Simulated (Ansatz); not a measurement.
A search over several starts for the lowest SCF solution of CH₅BiO⁻, that is BiH2(OMe) with one electron more at the given spin, in a small basis.

```yaml
crystal:
  periodic: [false, false, false]
  atoms:
    - {symbol: Bi, position_ang: [0.883474, 1.420041, 0.417935]}
    - {symbol: H, position_ang: [2.339767, 1.365334, -0.632572]}
    - {symbol: H, position_ang: [0.167905, 2.648215, -0.684421]}
    - {symbol: O, position_ang: [-0.014792, -0.174700, -0.594656]}
    - {symbol: C, position_ang: [-0.696052, -1.107958, 0.218426]}
    - {symbol: H, position_ang: [-0.037479, -1.608898, 0.944345]}
    - {symbol: H, position_ang: [-1.106385, -1.877961, -0.442763]}
    - {symbol: H, position_ang: [-1.536439, -0.664072, 0.773715]}
basis:
  gaussian: {orbitals: def2-SVP}
total_charge: -1
magnetization: {spin_polarized: true, initial_magnetization: 1}
hamiltonian: {xc: pbe0, dispersion: d4}
output: {orbitals: {seedname: orbitals}}
```

```sh
$ ansatz run in.yaml --threads 4 --pin off --events-out ev --progress --plain --max-ram 3916MiB
```

It prints (some lines left out):

```
Functional definition: PBE0
865 factors; integrals over basis functions are off by at most 1.2e-3 eV
mean field evaluation 1: about -8996.8977 eV, gradient 1.2e1 eV
mean field evaluation 2: about -8997.2420 eV, gradient 9.5e0 eV
mean field evaluation 4: about -8997.7720 eV, gradient 4.8e-1 eV
mean field evaluation 8: about -8997.9375 eV, gradient 1.9e-1 eV
mean field evaluation 16: about -8997.9377 eV, gradient 4.1e-4 eV
mean field -8997.93767464 eV, -330.6681105219 hartree, gradient 4.1e-5 eV, S^2 0.753168; 2 other end points of the search recorded, 0 dependent functions left out
reference -8997.93770092 eV, -330.6681114877 hartree; 22, 21 occupied and 57, 58 virtual orbitals, 865 factors
Total energy: -8998.08547880 eV, -330.6735422246 hartree
```

Run time 1.9 s (4 threads of Arm Neoverse V1 on a shared host).

In the def2 sets Bi takes a core potential; there is no spin–orbit coupling. The highest occupied level of the charge -1 doublet lies above zero (up to 2.76 eV). By energy differences it is unbound by 0.25 eV (vertical, to the charge 0 singlet, at PBE0-D4/def2-TZVPD) and held by the finite basis.
